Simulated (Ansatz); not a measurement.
Calculated with Ansatz (gas phase, PBE0-D4/def2-TZVP geometries, no zero-point term in ΔE). CCSD(T)/CBS adds triple-zeta CCSD(T) − MP2 to the extrapolated MP2 energy (def2 sets, frozen cores). Double bonds are as drawn, so ΔE can hold a change between cis and trans. Functionals use def2-TZVPP. Each species was taken in one conformer, which may not be the lowest.

Reaction (redistribution): `N=C[SiH](N)F` + `C/C([SiH3])=C\F` → `N=C[SiH2]N` + `F/C=C(\[SiH3])CF`

| level | ΔE (kJ/mol) | difference from CCSD(T)/CBS |
| --- | --- | --- |
| r2SCAN-D4 | 248.9 | -5.5 |
| r2SCAN | 248.8 | -5.6 |
| HF/def2-TZVPP | 247.1 | -7.3 |
| MP2/def2-TZVPP | 260.1 | 5.7 |
| CCSD/def2-TZVPP | 249.7 | -4.7 |
| CCSD(T)/def2-TZVPP | 249.2 | -5.2 |
| HF/def2-QZVPP | 249.2 | -5.2 |
| SCS-MP2/def2-QZVPP | 257.3 | 2.9 |
| MP2/CBS(def2) | 265.4 | 11.0 |
| CCSD/CBS(def2) | 254.9 | 0.5 |
| CCSD(T)/CBS | 254.4 | 0 |

Largest T1 diagnostic among the species: 0.012.

From PBE to PBE0 (25 % exact exchange), in def2-TZVPP and without D4, ΔE moves by +5.3 kJ/mol.
